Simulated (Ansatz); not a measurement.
Molecule: CBF₂O, net charge -1, singlet state. It need not be the lowest isomer of its formula. Whether it binds its extra electron was not tested at this geometry. 
Structure (B3LYP-D3(BJ)/def2-TZVP (Ansatz, a first-principles code) minimum search):
SMILES: O=[C-]B(F)F
```xyz
5

O     -2.1424     0.3565     0.4218
C     -0.9709     0.1616     0.1911
B      0.4149    -0.0690    -0.0817
F      1.2579     0.8916    -0.6512
F      1.0633    -1.2779     0.1943
```
Charge -1, spin multiplicity 1.

Basis-set convergence of Hartree-Fock and CCSD correlation energies (hartree) with Ansatz. Correlated levels leave the core frozen unless marked. Spin-orbit coupling is left out. Non-relativistic. This anion needs diffuse functions, which these sets lack.

The Hartree-Fock reference is unstable (checked in the largest basis), which strains HF and MP2. 

```csv
basis,functions,E(HF),"E(corr, CCSD)"
cc-pVDZ,-,-336.36947,-0.77132
cc-pVTZ,150,?,?
```

Task: What belongs in the gaps?

Result: 
- cc-pVTZ, E(HF): -336.48682
- cc-pVTZ, E(corr, CCSD): -0.98660
